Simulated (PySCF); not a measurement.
A calculated (B97-3, PySCF 2.14, x2c-TZVPPall, the spin-free X2C one-electron Hamiltonian (Gaussian nucleus)) atom or ion has these occupied shells.

| shell | electrons | orbital energy (eV) | rms radius, mean of both spins (bohr) |
| --- | --- | --- | --- |
| 1s α | 1 | -24221.8 | 0.0365 |
| 1s β | 1 | -24221.8 | 0.0365 |
| 2s α | 1 | -3565.5 | 0.150 |
| 2s β | 1 | -3565.3 | 0.150 |
| 2p α | 3 | -3196.5 | 0.133 |
| 2p β | 3 | -3196.3 | 0.133 |
| 3s α | 1 | -657.01 | 0.405 |
| 3s β | 1 | -656.88 | 0.405 |
| 3p α | 3 | -534.85 | 0.407 |
| 3p β | 3 | -534.70 | 0.407 |
| 3d α | 5 | -340.51 | 0.390 |
| 3d β | 5 | -340.27 | 0.390 |
| 4s α | 1 | -96.427 | 1.01 |
| 4s β | 1 | -95.473 | 1.01 |
| 4p α | 3 | -60.949 | 1.12 |
| 4p β | 3 | -59.863 | 1.12 |
| 4d α | 5 | -10.599 | 1.63 |
| 4d β | 4 | -9.899 | 1.63 |
| 5p α | 1 | -2.452 | 5.10 |

(1) Name the element and its charge.

## Answers

(1) Pd (palladium, neutral), in [Kr] 4d9 5p1, one real determinant (an excited configuration).
